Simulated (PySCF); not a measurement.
Species: C2H6AsGa.
Cartesian coordinates in Å at the PBE0-D3(BJ)/def2-SVP level; atoms count from 1:
```
atom  x, y, z in Å
C1     2.1180   -1.4557   -0.4174
C2     1.5797   -0.3631   -0.3308
Ga3    0.6565    1.3424   -0.1701
As4   -1.5740    0.0234    0.3210
H5     2.6047   -2.4117   -0.4965
H6     0.2576    2.0685   -1.5016
H7     0.8129    2.1059    1.1912
H8    -1.9831   -0.9954   -0.7150
H9    -1.5166   -0.9113    1.5055
H10   -2.9476    0.6010    0.5907
```

Computed, not measured: PySCF 2.14.0, PBE0-D3(BJ)/def2-SVP geometry optimisation, gas phase.

Problem. Which atoms are bound to Ga3, and at what distances?

Solution. 4 atoms: H6 1.568 Å, H7 1.569 Å, C2 1.946 Å, As4 2.637 Å. The nearest atom not counted as bound is C1, at 3.17 Å.

Problem. List the angles at Ga3.

Solution. 
| angle | degrees | distance of the outer atoms (Å) |
| --- | --- | --- |
| H6–Ga3–H7 | 122.5 | 2.75 |
| C2–Ga3–H6 | 117.2 | 3.01 |
| C2–Ga3–H7 | 116.8 | 3.00 |
| As4–Ga3–H6 | 100.1 | 3.30 |
| As4–Ga3–H7 | 99.6 | 3.29 |
| C2–Ga3–As4 | 88.8 | 3.24 |

Problem. Describe the arrangement about Ga3 in numbers.

Solution. Angles from 88.8° to 122.5°; τ4 = (360° − α − β)/141° = 0.85 with α and β the two widest (0 for a square, 1 for a tetrahedron).

Problem. What are the other bond lengths?

Solution. C1≡C2 1.221 Å; C1–H5 1.076 Å; As4–H8, As4–H9, As4–H10 1.511 Å.

Problem. Give some angles away from the centre.

Solution. C1–C2–Ga3 177.7°.

Problem. What are the rotational constants (commonest isotopes, rigid rotor)?

Solution. A = 3595, B = 1488, C = 1081 MHz: an asymmetric top.

Point group: Cs (every atom within 0.08 Å of its image). Charge 0, singlet. No frequency check.

The run took 83 s of wall time on an Arm Neoverse V2 with one thread, shared host. These figures are those of the optimisation.
